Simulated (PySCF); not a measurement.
Cartesian coordinates (Å):
```xyz
9

Zn     0.0000     0.0000     0.0000
C      0.6562    -1.5773    -0.9342
H      1.0140    -2.3509    -0.2227
H      1.5031    -1.3274    -1.6073
H     -0.1381    -2.0400    -1.5569
C     -0.6562     1.5773     0.9342
H      0.1749     2.1505     1.3961
H     -1.3629     1.3037     1.7457
H     -1.1910     2.2641     0.2449
```
Charge 0, spin multiplicity 1.

What is the computed charge on the central atom (Mulliken), LUMO, HOMO, charge on the central atom (meta-Löwdin), dipole moment, total energy and HOMO–LUMO gap (PBE-D3(BJ)/def2-TZVP // PBE-D3(BJ)/def2-SVP in PySCF)?


```yaml
charge on the central atom (Mulliken): 0.31 e
LUMO: -0.54 eV
HOMO: -6.04 eV
charge on the central atom (meta-Löwdin): 1.01 e
dipole_moment: 0.00 D
total_energy: -1858.8581 Ha
HOMO–LUMO gap: 5.50 eV
```
